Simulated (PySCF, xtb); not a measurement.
C6H3Cl, SMILES C#C/C=C(/Cl)C#C.

Harmonic wavenumbers (cm⁻¹) from xtb with GFN2-xTB at its own minimum, in rising order: 90, 126, 158, 224, 278, 385, 401, 456, 497, 622, 630, 660, 660, 758, 815, 987, 1064, 1267, 1601, 2233, 2249, 3072, 3395, 3398.

Task: What does PBE0-D3(BJ)/def2-SVP (PySCF 2.14.0) give at its own minimum? (An estimate is asked for; the answer gives what the named calculation found.)

Result: 105, 142, 186, 264, 318, 463, 466, 514, 630, 675, 687, 708, 718, 780, 863, 1017, 1095, 1328, 1661, 2222, 2240, 3204, 3488, 3489. Paired by order, the mean absolute difference is 53 cm⁻¹ and the zero-point energies are 37.2 and 39.0 kcal/mol.
